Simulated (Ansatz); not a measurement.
Species: BiCl2, charge 1, multiplicity 1. It need not be the lowest isomer of its formula. SMILES: [Bi+]([Cl])[Cl]
Geometry: optimised at B3LYP-D3(BJ)/def2-TZVP (Ansatz, a quantum-chemistry and plane-wave program).

Parts of the frozen-core correlation energy in def2-QZVPP (Ansatz, hartree). Frozen orbitals: 19; correlated occupied orbitals by spin: 9 and 9; virtual: 194 and 194. No spin-orbit coupling. In def2 rows, elements after Kr have scalar-relativistic effective core potentials.

```json
[
 {"term": "reference (HF)", "value": "-1132.40583"},
 {"term": "MP2 opposite-spin", "value": "(withheld)"},
 {"term": "MP2 same-spin", "value": "-0.12252"},
 {"term": "CCSD correlation", "value": "(withheld)"},
 {"term": "(T)", "value": "(withheld)"},
 {"term": "T1 diagnostic", "value": "0.018"},
 {"term": "largest doubles amplitude", "value": "0.041"}
]
```

### Question
Complete the blanks.

### Answer

- MP2 opposite-spin, value: -0.38660
- CCSD correlation, value: -0.53837
- (T), value: -0.02898
